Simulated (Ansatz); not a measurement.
Stepwise reaction of `N[SiH2][SiH2]N` with hydrogen fluoride, as a gas-phase model of exchange steps in deposition or etching. ΔE in kJ/mol.

Gas-phase electronic energies from Ansatz, PBE0-D4/def2-TZVP geometries. CCSD(T)/CBS adds triple-zeta CCSD(T) − MP2 to the extrapolated MP2 energy (def2 sets, frozen cores). This one scheme is used for every species. DFT in def2-TZVPP. B3LYP here is the variant with VWN-RPA as its local correlation; programs differ in this. One conformer a species, not always the lowest.

```
step                                         reaction  PBE-D4  B3LYP-D4  ωB97M-V  CCSD(T)/CBS
   2  `N[SiH2][SiH2]F` + H–F → `F[SiH2][SiH2]F` + NH₃   -74.4     -81.3    -79.7        -77.7
```

(1) Give the row of step 1, `N[SiH2][SiH2]N` + H–F → `N[SiH2][SiH2]F` + NH₃. (An estimate is asked.)

(2) By hand: ΔE of the 2 steps together at CCSD(T)/CBS.

Results:

(1) Ansatz gave: 
| step | reaction | PBE-D4 | B3LYP-D4 | ωB97M-V | CCSD(T)/CBS |
| --- | --- | --- | --- | --- | --- |
| 1 | `N[SiH2][SiH2]N` + H–F → `N[SiH2][SiH2]F` + NH₃ | -77.2 | -84.5 | -82.4 | -80.1 |

(2) (-80.1) + (-77.7) = -157.8 kJ/mol, or -78.9 kJ/mol a step.

In ΔE the steps differ by no more than 2.4 kJ/mol. All are downhill at CCSD(T)/CBS. PBE-D4 differs from CCSD(T)/CBS by 2.9 to 3.3 kJ/mol a step. Isolated molecules leave out the surface, adducts and barriers. Largest T1 diagnostic: 0.012.
